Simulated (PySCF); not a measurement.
Computed properties of SnOCl2, SMILES [O]=[Sn]([Cl])[Cl]

SnOCl2, SMILES [Cl][Sn](=[O])[Cl]. Geometry: B3LYP-D3(BJ)/def2-SVP. The def2 effective core potentials stand for the cores of Sn; spin–orbit coupling is left out. Other conformers were not sampled. All values are computed for the isolated molecule unless a solvent is named; none is compared with measurement here.

**Structure.** The optimised structure has C2v symmetry. All 6 harmonic modes at B3LYP-D3(BJ)/def2-SVP (PySCF) are real, so it is a minimum. With heavy atoms numbered as in [Sn:1](=[O:2])([Cl:3])[Cl:4], the shortest bond between them is Sn1–O2 at 1.847 Å and the longest Sn1–Cl4 at 2.346 Å.

**Vibrations.** The strongest infrared lines (harmonic, unscaled, degenerate partners summed) lie at 379 cm⁻¹ (69 km/mol, Cl 73 %, Sn 27 %), 139 cm⁻¹ (35 km/mol, O 74 %, Cl 15 %, Sn 12 %), 805 cm⁻¹ (23 km/mol, O 87 %, Sn 13 %). The softest mode is at 116 cm⁻¹ and the zero-point energy is 2.7 kcal/mol.

**Electronic structure.** r2SCAN/def2-TZVPD (PySCF) places the frontier levels at -7.40 and -4.71 eV, a gap of 2.69 eV, and gives a dipole moment of 2.06 D and a mean polarisability of 73.8 bohr³. PBE/def2-TZVPD (PySCF) at the same geometry gives -7.08 and -4.83 eV, so its gap is 0.44 eV narrower. An orbital gap is neither the optical nor the fundamental gap.

**Excitations.** TDDFT-M06-2X/def2-SVPD (PySCF) has S1 at 2.99 eV (414 nm, f = 0.017, weak); the most intense of the 10 singlets computed lies at 5.61 eV (f = 0.04). T1 (TDA) is at 2.51 eV. TDDFT-PBE/def2-SVPD (PySCF) puts S1 at 2.46 eV.
